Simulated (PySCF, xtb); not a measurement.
B(F)(Br)(vinyl) (C2H3BBrF), SMILES C=CB(F)Br.

GFN2-xTB (xtb 6.7.1) at its own geometry gives an orbital gap of 3.39 eV and a dipole moment of 4.02 D.

Geometry: PBE0-D3(BJ)/def2-SVP. This is a generated structure with no PubChem entry under its InChIKey; it may be hypothetical. One conformer was computed; it need not be the lowest.

Question: What does PBE/def2-TZVP run with PySCF give? (The exact figures need the calculation; the answer reports its results.)

Answer: gap 4.35 eV (levels -7.24 and -2.89 eV), dipole 1.98 D.
